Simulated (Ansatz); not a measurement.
Reaction (formal exchange of groups at the Si–O bond): `[NH2][In]([SH])[O][SiH3]` + `[BH2][GeH2][CH3]` → `[BH2][GeH2][CH2][SiH3]` + `[NH2][In]([OH])[SH]`

Isolated molecules relaxed with PBE0-D4/def2-TZVP in Ansatz; ΔE leaves out vibrations. CCSD(T)/CBS adds triple-zeta CCSD(T) − MP2 to the extrapolated MP2 energy (def2 sets, frozen cores). Functionals use def2-TZVPP. B3LYP here is the variant with VWN-RPA as its local correlation; programs differ in this. def2 core potentials past Kr. For Ge, In outer-core shells are correlated without core-valence functions, which leaves a few kJ/mol of doubt a bond. Scalar relativity is left out up to krypton. One conformer a species, not always the lowest.

`[NH2][In]([SH])[O][SiH3]`:

Cartesian coordinates in Å:
```
N -0.788 1.296 1.713
In 0.803 0.778 0.606
S 3.024 1.570 0.625
O 0.436 -0.474 -0.891
Si -0.848 -1.340 -1.379
H -0.607 1.610 2.656
H -1.533 0.613 1.727
H 3.330 0.828 -0.454
H -1.937 -1.328 -0.351
H -0.463 -2.760 -1.611
H -1.418 -0.795 -2.642
```

`[BH2][GeH2][CH3]`:

Cartesian coordinates in Å:
```
B 1.803 -0.498 -0.387
Ge 0.004 -0.363 0.603
C -1.354 0.730 -0.290
H 1.988 0.017 -1.451
H 2.705 -1.114 0.099
H 0.250 0.194 2.024
H -0.550 -1.794 0.800
H -0.997 1.755 -0.406
H -2.278 0.747 0.289
H -1.571 0.327 -1.280
```

`[BH2][GeH2][CH2][SiH3]`:

Z-matrix (Å, degrees):
```
Ge
C 1 1.968
B 1 2.058 2 112.9
H 1 1.549 2 108.9 3 118.8
H 1 1.543 2 108.7 3 -125.5
Si 2 1.866 1 112.2 3 65.5
H 2 1.093 1 109.3 3 -172.1
H 2 1.094 1 107.8 3 -55.4
H 3 1.195 1 120.9 2 22.0
H 3 1.194 1 121.0 2 -160.4
H 6 1.489 2 112.4 1 -173.9
H 6 1.491 2 109.7 1 -53.6
H 6 1.488 2 110.3 1 65.0
```

`[NH2][In]([OH])[SH]`:

Z-matrix (Å, degrees):
```
N
In 1 2.011
H 1 1.010 2 116.5
H 1 1.011 2 114.7 3 -129.0
O 2 1.981 1 115.3 3 153.0
S 2 2.379 1 125.8 3 -33.0
H 5 0.960 2 113.4 1 173.8
H 6 1.344 2 93.3 1 2.1
```

Question: Is it downhill or uphill in electronic energy at CCSD(T)/CBS, and by how much? (An estimate is asked.)

Answer: The calculation gave: Uphill: ΔE = +1.07 eV.

Question: What do these levels give: B3LYP-D4, ωB97X-V, ωB97M-V, B2PLYP, PBE, r2SCAN, PBE0, HF/def2-TZVPP, SCS-MP2/def2-TZVPP, CCSD/def2-TZVPP, MP2/def2-QZVPP, CCSD/CBS(def2)? (Estimate.)

Answer: Ansatz gave: B3LYP-D4 1.08, ωB97X-V 1.07, ωB97M-V 1.06, B2PLYP 1.12, PBE 0.93, r2SCAN 1.06, PBE0 1.00, HF/def2-TZVPP 1.33, SCS-MP2/def2-TZVPP 1.14, CCSD/def2-TZVPP 1.11, MP2/def2-QZVPP 1.08, CCSD/CBS(def2) 1.10 eV.

Largest T1 diagnostic among the species: 0.015.

In def2-TZVPP, CCSD(T) changes the Hartree–Fock value by −0.24 eV (the triples alone add −0.03 eV) and MP2 by −0.24 eV. From PBE to PBE0 (25 % exact exchange), in def2-TZVPP and without D4, ΔE moves by +0.06 eV.
